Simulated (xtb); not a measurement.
H2Al, charge +1, singlet, at a GFN2-xTB geometry (such geometries of metal compounds can be far from the true shape).

xtb was given this input:
```
$ xtb mol.xyz --gfn 1 --chrg 1 --vomega --json

# file mol.xyz
3

Al     0.00000000     0.00000000     0.00000000
H     -0.00000000    -0.00000000    -1.52459071
H      0.00000000     0.00000000     1.52459071
```

Q: What is the computed vertical ionisation energy (with the method's empirical shift) (GFN1-xTB run with xtb)?

A: 19.30 eV

Q: Estimate the vertical electron affinity (with the method's empirical shift) that GFN1-xTB returns for this input.

A: 6.24 eV
